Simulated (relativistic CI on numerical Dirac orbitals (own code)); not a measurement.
**One change at a time: Rh41+**

Base calculation: Dirac-Coulomb-Breit CI, orbitals from a KLI potential per configuration, QED by a radiative potential, unscaled Slater integrals.

Configurations in the expansion (outside the closed core 1s2): 2s², 2s2p, 2p², 2p3s, 2p3p, 2s3s, 2s3p, 2s3d, 2s4s, 2s4p, 2s4d, 2s4f, 2s5s, 3s², 2s5p, 2s5d, 2s5f, 2s5g, 3s3p, 3p². Levels of other configurations are missing.

Variants: (1) Breit term removed. Shifts of the energy above 2s² ¹S0, in eV, for the lowest level and the first level of each name with at least 55 % of one term (blank where a level changes its place among those of its configuration and J or its character, or is not in the variant):

| Level | Base | Δ(1) |
| --- | --- | --- |
| 2s² ¹S0 | 0.00 | 0.00 |
| 2s2p ³P°0 | 82.13 | -3.43 |
| 2s2p ³P°1 | 99.26 | -2.45 |
| 2p² ³P0 | 237.65 | -6.78 |
| 2s2p ³P°2 | 247.49 | +0.80 |
| 2s2p ¹P°1 | 302.40 | +0.19 |
| 2p² ³P1 | 380.67 | -3.46 |
| 2p² ¹D2 | 394.09 | -1.65 |
| 2p² ³P2 | 554.14 | +0.85 |
| 2p² ¹S0 | 595.94 | -1.44 |
| 2s3s ³S1 | 3633.67 | +2.75 |
| 2s3s ¹S0 | 3650.58 | +2.46 |
| 2s3p ³P°0 | 3674.23 | +1.41 |
| 2s3p ³P°1 | 3675.01 | +1.88 |
| 2s3p ³P°2 | 3722.71 | +2.72 |
| 2p3s ³P°0 | 3738.53 | -0.64 |
| 2s3d ³D1 | 3739.97 | +2.88 |
| 2s3d ³D2 | 3745.17 | +3.59 |
| 2p3s ³P°1 | 3748.37 | +0.47 |
| 2s3d ³D3 | 3756.60 | +3.72 |
| 2p3p ³D1 | 3766.42 | -0.92 |
| 2s3d ¹D2 | 3768.43 | +3.27 |

At this charge energies of transitions that change n are usually good to better than 1 %, and those within a shell (Δn = 0) to a few per cent.

Ionisation energy from the two ground configurations alone: base 6436.59 eV; Breit term removed 6440.29 eV. The NIST ASD value (semi-empirical) is 6444 eV.

LS names give the leading component of a level, which can be under half, so a name can repeat, a term be missing and a line seem to break the LS rules.
